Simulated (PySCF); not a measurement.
SnHFCl2, SMILES [F][SnH]([Cl])[Cl].

The structure is a stationary point at PBE0-D3(BJ)/def2-SVP. The def2 effective core potentials stand for the cores of Sn; spin–orbit coupling is left out.

The numbers are results of IEF-PCM-PBE0/def2-SVP in PySCF, not measurements.

The values are the electrostatic part of the solvation free energy, E(continuum) − E(gas) at the gas-phase geometry, in a cavity of scaled van der Waals radii (PySCF's table); cavitation and dispersion terms are not included. A continuum can't describe solvent molecules that bind to the metal. In vacuum the orbital gap is 7.14 eV. The dipole moment in vacuum is 2.62 D.

Computed values in water (ε = 78.36), ethylethanoate (ε = 5.99), 1-octanol (ε = 9.86):
```tsv
solvent	ε	ΔG(elec) (kcal/mol)	dipole (D)	gap (eV)
water	78.36	-4.9	3.42	7.31
ethylethanoate	5.99	-3.8	3.22	7.27
1-octanol	9.86	-4.2	3.30	7.29
```
